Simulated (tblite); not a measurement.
Input of a run (GFN2-xTB geometry optimisation, gas phase (tblite 0.8.0)), started from a force field or distance geometry:
```
{"job": {"kind": "relax", "xc": "GFN2-xTB", "basis": "xTB"}, "charge": 0, "multiplicity": 2}
F      0.219000     2.583000    -0.856700
Si     0.118900     1.017600    -1.139100
Si     1.345300    -0.278200     0.295500
C     -0.119200    -1.168600     0.798600
Si    -1.385600    -0.101700     0.156600
H      0.172600     0.661900    -2.582800
H      2.317600    -1.160100    -0.385000
H      1.949600     0.458100     1.439500
H     -0.200700    -1.852700     1.646200
H     -2.014200     0.706000     1.231800
H     -2.397800    -0.862600    -0.630600
```

Output (eV, eV/Å):
```
step      E/eV     max force
  0    -408.93946    3.601
  1    -409.19864    1.041
  2    -409.26842    0.610
  3    -409.32444    0.670
  4    -409.38907    0.831
  5    -409.44458    0.887
  6    -409.49080    0.574
  7    -409.52240    0.431
  8    -409.54123    0.424
  9    -409.56299    0.478
 10    -409.58108    0.402
 11    -409.59130    0.241
 12    -409.59938    0.229
 13    -409.60679    0.168
 14    -409.60969    0.108
 15    -409.61080    0.070
 16    -409.61166    0.088
 17    -409.61277    0.106
 18    -409.61423    0.147
 19    -409.61554    0.125
 20    -409.61642    0.071
 21    -409.61717    0.098
 22    -409.61818    0.124
 23    -409.61942    0.127
 24    -409.62051    0.110
 25    -409.62124    0.071
 26    -409.62181    0.099
 27    -409.62254    0.125
 28    -409.62329    0.102
 29    -409.62372    0.051
 30    -409.62390    0.042
 31    -409.62403    0.042
 32    -409.62426    0.065
 33    -409.62473    0.089
 34    -409.62559    0.100
 35    -409.62681    0.118
 36    -409.62800    0.093
 37    -409.62894    0.070
 38    -409.62971    0.085
 39    -409.63071    0.096
 40    -409.63249    0.141
 41    -409.63517    0.182
 42    -409.63880    0.185
 43    -409.64283    0.195
 44    -409.64585    0.145
 45    -409.64685    0.143
 46    -409.64796    0.093
 47    -409.64869    0.070
 48    -409.64974    0.069
 49    -409.65032    0.069
 50    -409.65115    0.089
 51    -409.65203    0.092
 52    -409.65333    0.110
 53    -409.65499    0.147
 54    -409.65668    0.131
 55    -409.65755    0.060
 56    -409.65776    0.034
 57    -409.65785    0.025
 58    -409.65795    0.033
 59    -409.65811    0.047
 60    -409.65834    0.055
 61    -409.65863    0.050
 62    -409.65887    0.034
 63    -409.65898    0.024
 64    -409.65902    0.017
 65    -409.65905    0.016
 66    -409.65908    0.021
 67    -409.65914    0.029
 68    -409.65920    0.030
 69    -409.65926    0.019
 70    -409.65929    0.010
 71    -409.65930    0.008
```

**Question.** Summarise the run.

**Answer.** The energy falls by 69.5 kJ/mol over 71 L-BFGS steps, the largest force on an atom goes from 3.60 to 0.008 eV/Å, and the atoms move by 0.324 Å rms after alignment. The bond that changes most is Si2–Si5 (ends: silicon bonded to F, 2 Si and H; silicon bonded to C, Si and 2 H), which lengthens by 0.092 Å. Bonds longer at the end by more than 0.005 Å: 5 of 11; shorter: 6. Among the angles that change most is F1–Si2–H6, from 113.9° to 97.6°. Among the dihedrals that turn most is H6–Si2–Si5–H10, from -144° to -106°. The energy never rose by more than 1e-5 eV on the way. The first step brought 36 % of the lowering.

**Question.** What are the final bond lengths?

**Answer.** F1–Si2 1.631 Å, Si2–Si3 2.358 Å, Si3–C4 1.864 Å, C4–Si5 1.860 Å, Si2–Si5 2.372 Å, Si2–H6 1.463 Å, Si3–H7 1.473 Å, Si3–H8 1.475 Å, C4–H9 1.082 Å, Si5–H10 1.472 Å, Si5–H11 1.476 Å. Numbering counts from 1 in the input's order; the species is `[CH]1[SiH2][SiH]([SiH2]1)F` [radical].

Its GFN2-xTB frequencies are all real (lowest 90 cm⁻¹).

These are computed values.
